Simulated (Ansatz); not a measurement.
Input for Ansatz (a quantum-chemistry and plane-wave program): R-B3LYP/def2-TZVPP on BF2HSe (SMILES FB(F)[SeH]), a point of a torsion scan.

Ansatz 0.2 input:
```yaml
crystal:
  periodic: [false, false, false]
  atoms:
    - {symbol: F, position_ang: [-1.26134907, 1.12067442, -0.00167170]}
    - {symbol: B, position_ang: [-0.58884359, 0.00051038, 0.09766880]}
    - {symbol: F, position_ang: [-1.22692920, -1.09163474, -0.25908574]}
    - {symbol: Se, position_ang: [1.27314031, -0.03017723, 0.53553946]}
    - {symbol: H, position_ang: [1.56654898, -1.24328386, -0.18308545]}
basis:
  gaussian:
    orbitals: def2-TZVPP
hamiltonian:
  xc: {name: B3LYP}
scf: {lower_state_search: off}
```

It printed:

```
WARN ansatz: RAYON_NUM_THREADS=1 ignored (pool sized by the plan → 1); use --threads N
Functional definition: B3LYP
these checks for a lower state are left out or cut short: stability, starts, cluster_reference, orbital_swaps, neighbouring_geometries, increment
integrals: 0.06 GiB planned
949 factors; their error is unknown
mean field: 0.62 GiB planned
mean field evaluation 1: about -71480.8403 eV, gradient 4.2e1 eV
mean field evaluation 2: about -71477.8841 eV, gradient 6.4e1 eV
mean field evaluation 4: about -71483.1603 eV, gradient 1.2e0 eV
mean field evaluation 8: about -71483.1620 eV, gradient 2.2e-2 eV
mean field evaluation 16: about -71483.5081 eV, gradient 3.1e-5 eV
mean field -71483.50814777 eV, -2626.9704711683 hartree, gradient 8.4e-7 eV, S^2 0.000000; 0 other end points of the search recorded, 0 dependent functions left out
reference -71483.50836186 eV, -2626.9704790362 hartree; 29, 29 occupied and 126, 126 virtual orbitals, 949 factors
Total energy: -71483.50836186 eV, -2626.9704790362 hartree
Checks for a lower state left out: stability, starts, cluster_reference, orbital_swaps, neighbouring_geometries, increment
```

The run converged.

Cost: about 2.4 core-seconds (a rough figure).
